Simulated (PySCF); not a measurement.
## Magnetic susceptibility: SMILES C=C(SC)C1CNC1, C6H11NS

Geometry (Å), atoms numbered from 1 in this order:
```xyz
19

C     0.7496    1.1421   -0.6996
C     0.5186    0.1009    0.0873
S     1.7572   -0.8287    0.9415
C     3.3084   -0.0109    0.4793
C    -0.8526   -0.4312    0.3619
C    -1.7365   -0.6469   -0.8838
N    -2.4828    0.5704   -0.5606
C    -1.8950    0.6266    0.7790
H    -0.0777    1.6433   -1.1715
H     1.7303    1.5307   -0.9030
H     3.2888    1.0241    0.8075
H     3.4523   -0.0796   -0.5948
H     4.0963   -0.5497    0.9959
H    -0.7855   -1.2915    1.0288
H    -1.2287   -0.5833   -1.8483
H    -2.3131   -1.5770   -0.8393
H    -3.4931    0.5001   -0.6025
H    -1.5001    1.6149    1.0241
H    -2.5463    0.2853    1.5907
```

Computed, not measured: PySCF 2.14.0, GIAO B3LYP/pcSseg-1 magnetisability, rotational g tensor and spin-rotation constants, non-relativistic, gas phase. Geometry: GFN2-xTB.

**Question.** How diamagnetic is it, and how anisotropic?

**Answer.** Isotropic -1380 × 10⁻³⁰ J/T², or -83.1 × 10⁻⁶ cm³/mol; principal values -1546, -1407, -1187 × 10⁻³⁰ J/T², anisotropy 313 × 10⁻³⁰ J/T² (root of half the summed squared differences of the principal values). The susceptibility is in cgs units.

**Question.** Split it along the inertial axes a, b, c into diamagnetic and paramagnetic parts about the centre of mass, with the quadrupole moment.

**Answer.** 
```tsv
axis	χ (10⁻⁶ cm³/mol)	diamagnetic (10⁻⁶ cm³/mol)	paramagnetic (10⁻⁶ cm³/mol)	summed x² of all electrons (Å²)	quadrupole Θ (D Å)
a	-83.2	-412.2	329.0	296.0	+10.19
b	-73.0	-1418.7	1345.7	58.7	-4.96
c	-93.1	-1504.8	1411.7	38.4	-5.22
```
Anisotropies 2χaa − χbb − χcc = -0.2 and 2χbb − χaa − χcc = +30.2 × 10⁻⁶ cm³/mol. Θ is traceless in Buckingham's convention.

**Question.** And the rotational g tensor?

**Answer.** 
```csv
axis,rotational constant (GHz),g,nuclear part,electronic part
a,4.3897,-0.0434,0.6351,-0.6785
b,0.9310,-0.0097,0.5789,-0.5886
c,0.8728,-0.0008,0.5780,-0.5789
```
Asymmetric top; isotopes 12C, 1H, 14N, 32S; no vibrational averaging.
